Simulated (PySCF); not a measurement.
BH₅OSn, SMILES B[O][SnH3].

Coordinates come from a B3LYP-D3(BJ)/def2-SVP optimisation. The def2 effective core potentials stand for the cores of Sn; spin–orbit coupling is left out.

Two levels are set side by side: PBE/def2-TZVPD (PySCF) and HF/def2-TZVPD (PySCF). Same geometry, gas phase. Differences are taken from unrounded values.

```tsv
quantity	HF
orbital gap (eV)	12.40
highest occupied level (eV)	-11.19
lowest empty level (eV)	1.21
dipole moment (D)	2.89
mean polarisability (bohr³)	55.0
```

### Question
What does PBE give, and how far is it from HF? (Estimate from the structure and the level; the computed values follow.)

### Answer

| quantity | PBE | PBE minus HF |
|---|---|---|
| orbital gap (eV) | 4.63 | -7.77 |
| highest occupied level (eV) | -6.33 | 4.87 |
| lowest empty level (eV) | -1.69 | -2.90 |
| dipole moment (D) | 2.79 | -0.09 |
| mean polarisability (bohr³) | 64.1 | 9.1 |

PBE's occupied levels lie high since its potential decays too fast outside the molecule; exact exchange lowers them and widens the gap. Loosely held outer electrons make PBE densities more polarisable. Differences between two approximate levels are no errors against the true value.

Rough cost on one machine, each run with all the roots and properties that it gave: HF against PBE about 1/3.
